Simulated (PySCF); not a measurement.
**Question.** What does the PBE0-D3(BJ)/def2-SVP structure of `B1NCCN1C1CCC1` look like in three dimensions?

**Answer.** 
```xyz
22
C6H13BN2 angstrom
B      1.6533    0.5787    1.2779
N      3.0455    0.7445    1.1061
C      3.4266    0.6418   -0.2867
C      2.0923    0.3924   -1.0298
N      1.0701    0.3727    0.0016
C     -0.2752    0.1303   -0.3960
C     -1.0570    1.2052   -1.1927
C     -2.3144    0.7772   -0.4139
C     -1.3899    0.1699    0.6578
H      1.0710    0.6053    2.3323
H      3.7488    0.8917    1.8123
H      4.1383   -0.1855   -0.4630
H      3.9163    1.5620   -0.6541
H      1.8906    1.1849   -1.7744
H      2.1080   -0.5636   -1.5881
H     -0.3369   -0.8265   -0.9549
H     -0.7201    2.2094   -0.8905
H     -1.0695    1.1438   -2.2916
H     -3.0172    1.5620   -0.0996
H     -2.8801    0.0005   -0.9516
H     -1.1517    0.9077    1.4377
H     -1.6769   -0.7745    1.1439
```

Any rigid rotation of these coordinates is as good. Atoms count from 1 in this order. N5 (boron-bound nitrogen) is planar (angles 131.7°, 118.0° and 110.3°, sum 360.0°, 0.01 Å off the plane of its three neighbours). The C–N distances run from 1.424 Å (N5–C6, drawn single) to 1.452 Å (C4–N5, drawn single), a spread of 0.028 Å. B1 (three-coordinate boron) is planar (angles 126.3°, 125.5° and 108.2°, sum 360.0°, 0.00 Å off the plane of its three neighbours). N2 (boron-bound nitrogen) is planar (angles 128.3°, 120.1° and 111.6°, sum 360.0°, 0.01 Å off the plane of its three neighbours).

Bonds between heavy atoms (Å): B1–N2 1.412, N2–C3 1.448, C3–C4 1.547, C4–N5 1.452, N5–C6 1.424, C6–C7 1.550, C7–C8 1.540, C8–C9 1.540, B1–N5 1.418, C6–C9 1.534.

Level of theory: PBE0-D3(BJ)/def2-SVP geometry optimisation, gas phase in PySCF.

Point group: C1 (no symmetry element, even within 0.4 Å). Whether it is a minimum is left open (no frequencies). One conformer, not necessarily the lowest (C4–N5–C6–C7 -70°, N5–B1–N2–C3 0°, B1–N2–C3–C4 0°, N2–C3–C4–N5 0°, C3–C4–N5–C6 -179°).
